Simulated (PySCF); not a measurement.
**Whose spectrum? (silsesquioxane)**

All values: TDA CAM-B3LYP/def2-SVP, gas phase, PySCF SCF with an in-house response code, fitting set def2-universal-JFIT up to Ne and JKFIT beyond, grid level 1 (kernel 0), vertical, one conformer each, geometries GFN2-xTB; core orbitals frozen in the response, virtual orbitals above 1.5 Eh left out. The lowest 6 singlets were sought, and the brightest is taken among them. The runs took 5 to 30 CPU minutes each on shared server CPUs.

Without diffuse functions Rydberg states are missing, so unbound LUMOs, wide gaps and states within about 2 eV of the ionisation energy come out too high, and electron affinities are rough.

One system has its HOMO at -10.51 eV, its LUMO at 1.00 eV and these singlet states:

| state | eV | f |
| --- | --- | --- |
| S1 | 8.71 | 0.005 |
| S2 | 8.78 | 0.003 |
| S3 | 9.05 | 0.063 |
| S4 | 9.21 | 0.127 |
| S5 | 9.33 | 0.084 |
| S6 | 9.38 | 0.017 |

Q: Which is it?
A. C[Si@]12O[Si@@H]3O[Si@@H]4O[Si@]5(C)O[Si@](C)(O1)O[Si@@]1(C)O[Si@@](C)(O5)O[Si@@](C)(O4)O[Si@@](C)(O3)O[Si@@](C)(O2)O1 (C8H26O15Si10)
B. C[Si@@]12O[Si@H]3O[Si@H]4O[Si@@H]5O[Si@@H](O1)O[Si@]1(C)O[Si@](C)(O5)O[Si@](C)(O4)O[Si@](C)(O3)O[Si@](C)(O2)O1 (C6H22O15Si10)
C. C[Si@@]12O[Si@@H]3O[Si@H]4O[Si@@H]5O[Si@H]6O[Si@@H](O3)O[Si@@](C)(O1)O[Si@](C)(O6)O[Si@](C)(O5)O[Si@H](O4)O2 (C4H18O15Si10)
D. C[Si@]12O[Si@@H]3O[Si@H]4O[Si@H]5O[Si@@H](O3)O[Si@@H]3O[Si@H](O5)O[Si@H](O[Si@H](O4)O1)O[Si@@](C)(O3)O2 (C2H14O15Si10)

A: D.

Q: How do the candidates compare?

A: 
```
                                                                                                                system  HOMO / eV  LUMO / eV  S1 / eV  f(S1)  brightest state sought / eV
          C[Si@@]12O[Si@@H]3O[Si@H]4O[Si@@H]5O[Si@H]6O[Si@@H](O3)O[Si@@](C)(O1)O[Si@](C)(O6)O[Si@](C)(O5)O[Si@H](O4)O2     -10.38       1.77     9.18  0.006                         9.30
        C[Si@@]12O[Si@H]3O[Si@H]4O[Si@@H]5O[Si@@H](O1)O[Si@]1(C)O[Si@](C)(O5)O[Si@](C)(O4)O[Si@](C)(O3)O[Si@](C)(O2)O1     -10.27       1.84     9.18  0.007                         9.29
C[Si@]12O[Si@@H]3O[Si@@H]4O[Si@]5(C)O[Si@](C)(O1)O[Si@@]1(C)O[Si@@](C)(O5)O[Si@@](C)(O4)O[Si@@](C)(O3)O[Si@@](C)(O2)O1     -10.08       1.49     8.92  0.024                         9.17
               C[Si@]12O[Si@@H]3O[Si@H]4O[Si@H]5O[Si@@H](O3)O[Si@@H]3O[Si@H](O5)O[Si@H](O[Si@H](O4)O1)O[Si@@](C)(O3)O2     -10.51       1.00     8.71  0.005                         9.21
```
